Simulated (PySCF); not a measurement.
Computed IR spectrum (relative IR intensity) of a molecule C2H3BF2O. Geometry: B3LYP-D3(BJ)/def2-SVP. One conformer was computed; it need not be the lowest. Calculation: B3LYP-D3(BJ)/def2-SVP run with PySCF. Frequencies are harmonic and unscaled.

| ν (cm⁻¹) | relative intensity |
|---|---|
| 176 | 3.0 |
| 334 | 2.0 |
| 513 | 2.0 |
| 612 | 19 |
| 706 | 23 |
| 926 | 13 |
| 936 | 19 |
| 1009 | 41 |
| 1195 | 43 |
| 1359 | 21 |
| 1415 | 100 |
| 1490 | 89 |
| 1720 | 7.1 |
| 3827 | 33 |

Question: Which structure fits?
A) CC(=O)B(F)F
B) C=COB(F)F
C) C=C(F)B(O)F
D) O=CB(F)CF

Answer: C, C=C(F)B(O)F
